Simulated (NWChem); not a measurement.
## Correlation energy of H4PSi

```
Si
H 1 1.4930
H 1 1.4970 2 108.95
H 1 1.4971 2 108.94 3 118.18
P 1 2.2614 2 109.33 4 120.88
H 5 1.4348 1 91.36 2 179.75
```
Charge 0, spin multiplicity 2.

Everything below was run with NWChem. The geometry was optimised at UPBE0/def2-SVP, a minimum by its harmonic frequencies.

Basis set: def2-SVP. Each correlation energy counts from its own Hartree-Fock reference.

The correlated methods keep 10 core orbitals frozen. The structure started from a generated list of species. No SCF solution was tested for a lower state. Open-shell Hartree-Fock references start from PBE0 orbitals. Coupled-cluster values serve here as a point of comparison, not as the truth.

Task: One of these methods gave a correlation energy of -202.8 mHa. Which?
A. UMP2
B. CCSD on UHF
C. CCSD[T] on UHF
D. SCS-UMP2

Result: A, UMP2. The others give -213.5 (SCS-UMP2), -247.4 (CCSD on UHF), -254.0 (CCSD[T] on UHF).
